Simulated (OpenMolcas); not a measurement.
# OpenMolcas run: Cs

Input:

```
&GATEWAY
Coord
1

Cs 0.0 0.0 0.0
Basis=ANO-R1
Group=XYZ
NoMove
AngMom=0.0 0.0 0.0
AMFI
&SEWARD
&RASSCF
FileOrb=start.orb
Symmetry=1
Spin=2
nActEl=1 0 0
Inactive=15 12
Ras2=1 3
CIRoot=1 1 1
SDav=1
CIMx=300
Iter=120 100
PrWF=0.3
OrbListing=Nothing
MaxOrb=0
Atom
>>> COPY $Project.JobIph JOB001
&RASSCF
FileOrb=start.orb
Symmetry=2
Spin=2
nActEl=1 0 0
Inactive=15 12
Ras2=1 3
CIRoot=3 3 1
SDav=3
CIMx=300
Iter=120 100
PrWF=0.3
OrbListing=Nothing
MaxOrb=0
Atom
>>> COPY $Project.JobIph JOB002
&RASSI
NrOfJobIphs=2 1 3
1
1 2 3
IphNames
JOB001
JOB002
EJob
SpinOrbit
DIPRint=1.0
SOCoupling=1000.0
Subsets=2
MEES
Property=10
'ANGMOM' 1 'ANGMOM' 2 'ANGMOM' 3 'MLTPL  1' 1 'MLTPL  1' 2 'MLTPL  1' 3
'AMFI' 1 'AMFI' 2 'AMFI' 3 'MLTPL  2' 6
SOProperty=3
'ANGMOM' 1 'ANGMOM' 2 'ANGMOM' 3
```

Launched by
```bash
OMP_NUM_THREADS=1 MOLCAS_MEM=1689 MOLCAS_PROJECT=a pymolcas a.inp > a.log  # once for each step of the input, in one work folder
```

A driver script runs the steps one by one and writes start.orb anew before each from the orbitals found so far.

Output, cut to the results:

```
--- SEWARD ---
Basis set label: CS.ANO-R...7S5P3D1F.

      Electronic valence basis set:
      ------------------
      Associated Effective Charge  55.000000 au
      Associated Actual Charge     55.000000 au
      Nuclear Model: Finite nucleus - Gaussian distribution
        Gaussian exponent, Xi/bohr**(-2):  1.79507E+08

      Shell  nPrim  nBasis  Cartesian Spherical Contaminant
         s      25       7        X
         p      18       5        X
         d      12       3                 X
         f       5       1                 X
                  Relativistic X2C integrals
                  Atomic mean-field integrals
--- RASSCF ---
Wave function specifications:
      -----------------------------

      Number of closed shell electrons          54
      Number of electrons in active shells       1
      Max number of holes in RAS1 space          0
      Max nr of electrons in RAS3 space          0
      Number of inactive orbitals               27
      Number of active orbitals                  4
      Number of secondary orbitals              13
      Spin quantum number                      0.5
      State symmetry                             1
Orbital specifications:
      -----------------------

      Symmetry species                           1   2
                                                ag  au
      Frozen orbitals                            0   0
      Inactive orbitals                         15  12
      Active orbitals                            1   3
      RAS1 orbitals                              0   0
      RAS2 orbitals                              1   3
      RAS3 orbitals                              0   0
      Secondary orbitals                         6   7
      Deleted orbitals                           0   0
      Number of basis functions                 22  22
      Number of CSFs                             1
      Number of root(s) required                 1
      Iter CI   SX   CI       RASSCF       Energy    max ROT     max BLB   max BLB  Level Ln srch  Step   QN
          iter iter root      energy       change     param      element    value   shift minimum  type update
 Nr of preliminary CI iterations:   1
 ###############################################################################
 ###############################################################################
 ###                                                                         ###
 ###                                                                         ###
 ###    WARNING: Problems in orbital optimization.                           ###
 ###                                                                         ###
 ###                                                                         ###
 ###############################################################################
 ###############################################################################
  Warning: In symmetry  2, orbital p=  13 has diagonal density matrix element D(p,p) close to zero. D(p,p)=  0.000000E+00
  Warning: In symmetry  2, orbital p=  14 has diagonal density matrix element D(p,p) close to zero. D(p,p)=  0.000000E+00
        ...
  Warning: In symmetry  2, orbital p=  13 has diagonal density matrix element D(p,p) close to zero. D(p,p)=  0.000000E+00
  Warning: In symmetry  2, orbital p=  14 has diagonal density matrix element D(p,p) close to zero. D(p,p)=  0.000000E+00
  Warning: In symmetry  2, orbital p=  15 has diagonal density matrix element D(p,p) close to zero. D(p,p)=  0.000000E+00
        4   1    1    1  -783.12866493    3.64E-12   0.00E+00   14  21 1 -3.60E-08   0.00   0.00    SX    NO
      Convergence after  4 iterations
        5   1    1    1  -783.12866493   -3.64E-12   0.00E+00   14  21 1 -3.60E-08   0.00   0.00    SX    NO
      Natural orbitals and occupation numbers for root  1
      sym 1:   1.000000
      sym 2:   0.000000   0.000000   0.000000
::    RASSCF root number  1 Total energy:  -7783.12866493
--- RASSCF ---
Wave function specifications:
      -----------------------------

      Number of closed shell electrons          54
      Number of electrons in active shells       1
      Max number of holes in RAS1 space          0
      Max nr of electrons in RAS3 space          0
      Number of inactive orbitals               27
      Number of active orbitals                  4
      Number of secondary orbitals              13
      Spin quantum number                      0.5
...
--- RASSI ---
SPIN-FREE ENERGIES:
  (Shifted by EMIN (a.u.) =      -7783.1286649268)

 SF State       Relative EMIN(au)   Rel lowest level(eV)    D:o, cm**(-1)      L_eff

     1             0.0000000000        0.0000000000              0.0000         0.0
     2             0.0808292609        2.1994762380          17739.9722         1.0
     3             0.0808292609        2.1994762380          17739.9722         1.0
     4             0.0808292609        2.1994762380          17739.9722         1.0
     Dipole printing threshold changed to   1.00000000E+00

++ Dipole transition strengths (spin-free states):
   -----------------------------------------------
     for osc. strength at least  1.00000000E+00

  ( Max oscillator strength is only   0.51608646319850160      )
--
Eigenvalues of complex Hamiltonian:
   -----------------------------------
  (Shifted by EMIN (a.u.) =      -7783.1286649268)

 SO State       Relative EMIN(au)   Rel lowest level(eV)    D:o, cm**(-1)     J-value

     1             0.0000000000        0.0000000000              0.0000         0.4
     2             0.0000000000        0.0000000000              0.0000         0.4
     3             0.0775420855        2.1100276380          17018.5206         0.4
     4             0.0775420855        2.1100276380          17018.5206         0.4
     5             0.0824728486        2.2442005380          18100.6980         1.0
     6             0.0824728486        2.2442005380          18100.6980         1.0
     7             0.0824728486        2.2442005380          18100.6980         1.3
     8             0.0824728486        2.2442005380          18100.6980         1.3
Weights of the five most important spin-orbit-free states for each spin-orbit state.

 SO State  Total energy (au)           Spin-free states, spin, and weights
 -------------------------------------------------------------------------------------------------------
...
```

The J values that RASSI prints are effective ones from its own formula and need not be integers or half-integers; the table below assigns J from the states.

Levels above the lowest, from the spin-orbit matrix, grouped by J:

```csv
Configuration,Term,J,E (cm⁻¹),Measured (cm⁻¹),g,Term weight %
6s,²S,1/2,0.0,0.0,2.002,100
6p,²P°,1/2,17019,11178,0.666,100
6p,²P°,3/2,18101,11732,1.334,100
```

Against the 2 measured excited levels shown (NIST Handbook of Basic Atomic Spectroscopic Data) the mean absolute deviation is 6100 cm-1; the largest miss in energy is 6p ²P°_3/2: computed 18101, measured 11732 cm⁻¹ (+54.3 %).

ANO sets are built for ground and valence states and can reach diffuse excited orbitals poorly. With one active electron the reference holds no correlation, so core polarisation is missing. The ANO-R sets hold no well-fitted valence p shell for this element, so s → p excitations can come out far too high. Computed and measured levels are paired by configuration, term and J; levels that our copy of the source lacks, or whose pairing is in doubt (as where it misses far off the trend of its configuration), stay unpaired and out of the deviations. Only configurations of the active space appear.

The term weight is that of the spin-free term in the level, not the purity of its configuration. ° marks odd parity.
